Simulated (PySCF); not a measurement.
Job file and geometry (Å, from GFN2-xTB) of an NMR shielding run on `CB(C)[C@@H]1C[SiH2][C@H]1C`, C6H15BSi, GIAO PBE0/pcSseg-1 NMR shielding, non-relativistic, gas phase (PySCF); density fitting, a coarse starting grid and PySCF grid level 2 are the driver's defaults:

```
$ OMP_NUM_THREADS=1 python probes_run.py task.json out

{"job": {"kind": "nmr", "xc": "PBE0", "basis": "pcSseg-1"}, "charge": 0, "multiplicity": 1}
C      2.106516    -0.788453     1.303156
B      1.340713    -0.108217     0.100667
C      1.999693     1.106273    -0.663988
C     -0.090688    -0.625897    -0.301358
C     -0.576488    -0.382447    -1.755699
Si    -1.873682     0.885134    -1.178927
C     -1.111669     0.282923     0.473917
C     -2.013696    -0.488730     1.423161
H      1.463670    -1.374386     1.956806
H      2.659869    -0.081467     1.918387
H      2.847318    -1.478356     0.895696
H      2.728536     1.652334    -0.068577
H      1.266778     1.818364    -1.039418
H      2.534669     0.729551    -1.537167
H     -0.258994    -1.667710    -0.019037
H      0.206446    -0.016970    -2.415600
H     -0.980142    -1.285001    -2.212023
H     -1.640197     2.291753    -1.517884
H     -3.283645     0.549382    -1.393246
H     -0.599390     1.060149     1.047055
H     -1.432017    -0.956574     2.217392
H     -2.743712     0.175283     1.884293
H     -2.554640    -1.269953     0.892472
```

Task: Write the output of this run.

Result: 
```
coarse grid: 18528 points
cycle   1  E = -551.3598476267  dE =  6.123e-01  |g| = 5.887e-01  |ddm| = 4.141e+00
cycle   2  E = -551.3162595943  dE =  4.359e-02  |g| = 7.117e-01  |ddm| = 1.321e+00
cycle   3  E = -551.4535346471  dE = -1.373e-01  |g| = 7.695e-02  |ddm| = 8.504e-01
cycle   4  E = -551.4548610660  dE = -1.326e-03  |g| = 3.005e-02  |ddm| = 1.084e-01
cycle   5  E = -551.4550878104  dE = -2.267e-04  |g| = 4.081e-03  |ddm| = 2.964e-02
cycle   6  E = -551.4550918901  dE = -4.080e-06  |g| = 1.352e-03  |ddm| = 6.213e-03
final grid: 170968 points
cycle   7  E = -551.5002483944  dE = -5.682e-05  |g| = 9.670e-03  |ddm| = 3.987e-02
cycle   8  E = -551.5002363222  dE =  1.207e-05  |g| = 1.177e-02  |ddm| = 2.112e-02
cycle   9  E = -551.5002731383  dE = -3.682e-05  |g| = 1.031e-03  |ddm| = 1.256e-02
cycle  10  E = -551.5002733945  dE = -2.563e-07  |g| = 2.545e-04  |ddm| = 1.290e-03
cycle  11  E = -551.5002734105  dE = -1.597e-08  |g| = 4.241e-05  |ddm| = 2.521e-04
cycle  12  E = -551.5002734109  dE = -3.736e-10  |g| = 1.967e-05  |ddm| = 6.927e-05
converged SCF energy = -551.5002734109

GIAO shielding tensors (ppm)
atom      isotropic    diamagn.    paramagn.     s11        s22        s33       span
  0 C      172.531     253.216     -80.685    158.850    169.832    188.909     30.059
  1 B       19.793     187.980    -168.187    -35.757    -24.194    119.330    155.088
  2 C      176.023     254.092     -78.069    160.583    179.171    188.315     27.731
  3 C      144.127     252.588    -108.461    131.324    134.542    166.516     35.192
  4 C      180.717     252.701     -71.984    168.117    170.389    203.646     35.529
  5 Si     375.512     881.776    -506.264    331.458    370.586    424.493     93.035
  6 C      168.912     253.007     -84.095    143.598    179.453    183.685     40.088
  7 C      163.639     245.331     -81.692    145.908    160.729    184.280     38.373
  8 H       30.930      32.960      -2.030     26.547     31.061     35.182      8.634
  9 H       30.675      30.885      -0.209     26.918     29.151     35.958      9.040
 10 H       31.017      29.708       1.308     27.387     28.845     36.818      9.430
 11 H       30.668      31.028      -0.360     26.852     29.150     36.002      9.151
 12 H       30.496      33.425      -2.929     25.975     30.987     34.528      8.553
 13 H       31.101      30.521       0.579     26.497     29.591     37.213     10.716
 14 H       29.512      36.286      -6.775     26.204     29.095     33.236      7.032
 15 H       30.406      32.719      -2.313     25.653     29.826     35.741     10.088
 16 H       30.148      31.607      -1.459     26.017     27.557     36.872     10.855
 17 H       26.765      30.288      -3.523     23.835     25.029     31.431      7.596
 18 H       26.987      30.388      -3.400     24.156     24.885     31.920      7.764
 19 H       30.657      34.497      -3.840     26.907     31.441     33.622      6.716
 20 H       30.399      30.812      -0.413     25.133     29.152     36.912     11.779
 21 H       30.474      28.997       1.478     25.811     27.520     38.092     12.281
 22 H       30.209      30.811      -0.602     26.492     29.062     35.073      8.581
```

Size and cost of the density-fitted run: 218 basis functions, 3.3 min wall time (2.5 min CPU) on 1 thread of an Intel Xeon, shared host; peak memory 1.1 GiB.
